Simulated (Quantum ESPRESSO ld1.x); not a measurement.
Question: Coherent X-ray form factor from a spherical all-electron density. Calculated with ld1.x of Quantum ESPRESSO 7.5: scalar-relativistic Kohn-Sham, LDA (Slater exchange, Perdew-Zunger correlation), spin-polarised, spherical densities, point nucleus.

| sin(theta)/lambda (1/angstrom) | f0 (electrons) |
|---|---|
| 0.05 | 5.858 |
| 0.1 | 5.466 |
| 0.15 | 4.910 |
| 0.2 | 4.293 |
| 0.25 | 3.697 |
| 0.3 | 3.173 |
| 0.4 | 2.405 |
| 0.5 | 1.956 |
| 0.6 | 1.703 |
| 0.8 | 1.441 |
| 1 | 1.258 |
| 1.25 | 1.040 |
| 1.5 | 0.837 |
| 2 | 0.521 |

The species is in the configuration that NIST lists as its ground one. Which atom or ion scatters so?

Answer: The nitrogen ion N+, [He] 2s2 2p2. Extrapolating in s^2 from the first two rows gives f0(0) = 6.0, near the electron count 6; among species with that count, the fall with angle is slower the higher Z, and the table is that of Z = 7; from so few rows the species is fixed only to a neighbour or two.
